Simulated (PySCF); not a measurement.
BH₃O₃, SMILES OB(O)O.

Coordinates come from a PBE0-D3(BJ)/def2-SVP optimisation. The values are those of a single conformer.

Calculation: PBE0-D3(BJ)/def2-SVP (PySCF).

Harmonic, unscaled wavenumbers; measured fundamentals usually lie a few per cent lower.

```json
[
 {"mode": "1", "ν (cm⁻¹)": "281", "IR (km/mol)": "6.5", "moving atoms (share of kinetic energy)": "H 93 %"},
 {"mode": "2", "ν (cm⁻¹)": "449", "IR (km/mol)": "31.6", "moving atoms (share of kinetic energy)": "O 68 %, H 23 %, B 9 %"},
 {"mode": "3", "ν (cm⁻¹)": "460", "IR (km/mol)": "4.4", "moving atoms (share of kinetic energy)": "O 72 %, H 19 %, B 9 %"},
 {"mode": "4", "ν (cm⁻¹)": "468", "IR (km/mol)": "216.5", "moving atoms (share of kinetic energy)": "H 86 %, O 13 %"},
 {"mode": "5", "ν (cm⁻¹)": "511", "IR (km/mol)": "102.8", "moving atoms (share of kinetic energy)": "H 91 %"},
 {"mode": "6", "ν (cm⁻¹)": "681", "IR (km/mol)": "100.0", "moving atoms (share of kinetic energy)": "B 78 %, O 20 %"},
 {"mode": "7", "ν (cm⁻¹)": "896", "IR (km/mol)": "4.1", "moving atoms (share of kinetic energy)": "O 92 %, H 8 %"},
 {"mode": "8", "ν (cm⁻¹)": "928", "IR (km/mol)": "207.4", "moving atoms (share of kinetic energy)": "H 90 %, O 10 %"},
 {"mode": "9", "ν (cm⁻¹)": "1021", "IR (km/mol)": "194.9", "moving atoms (share of kinetic energy)": "H 67 %, O 32 %"},
 {"mode": "10", "ν (cm⁻¹)": "1034", "IR (km/mol)": "8.3", "moving atoms (share of kinetic energy)": "H 76 %, O 23 %"},
 {"mode": "11", "ν (cm⁻¹)": "1464", "IR (km/mol)": "466.7", "moving atoms (share of kinetic energy)": "B 71 %, O 24 %"},
 {"mode": "12", "ν (cm⁻¹)": "1521", "IR (km/mol)": "352.1", "moving atoms (share of kinetic energy)": "B 73 %, O 19 %, H 8 %"},
 {"mode": "13", "ν (cm⁻¹)": "3938", "IR (km/mol)": "91.9", "moving atoms (share of kinetic energy)": "H 94 %"},
 {"mode": "14", "ν (cm⁻¹)": "3950", "IR (km/mol)": "34.6", "moving atoms (share of kinetic energy)": "H 94 %"},
 {"mode": "15", "ν (cm⁻¹)": "3967", "IR (km/mol)": "92.0", "moving atoms (share of kinetic energy)": "H 94 %"}
]
```
